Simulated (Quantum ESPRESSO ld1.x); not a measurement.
Task: These are the eigenvalues of the occupied orbitals of an atom or ion with whole-number occupations (hartree). All-electron calculation, scalar-relativistic Kohn-Sham, LDA (Slater exchange, Perdew-Zunger correlation), spin-polarised, spherical densities, point nucleus. Program: ld1.x of Quantum ESPRESSO 7.5.

orbital  eigenvalue
1s up      -846.987
1s down    -846.962
2s up      -157.160
2s down    -157.140
2p up      -145.394
2p down    -145.375
3s up      -54.7861
3s down    -54.7464
3p up      -50.9986
3p down    -50.9585
4s up      -27.0980

Which element is it, and in what charge state? The configuration may be excited. Open shells, if any, are filled with parallel spins first.

Result: Z = 44, ruthenium, charge +25: Ru25+ in [Ar] 4s1. The list shows which subshells hold electrons but not how many an open one holds; the 1s level, -846.99 hartree, gives Z - s = 41.2 by -(Z - s)^2/2, which with screening and relativity narrows Z to a few neighbours, and the depths of the outer levels then fix element, charge and occupations together.
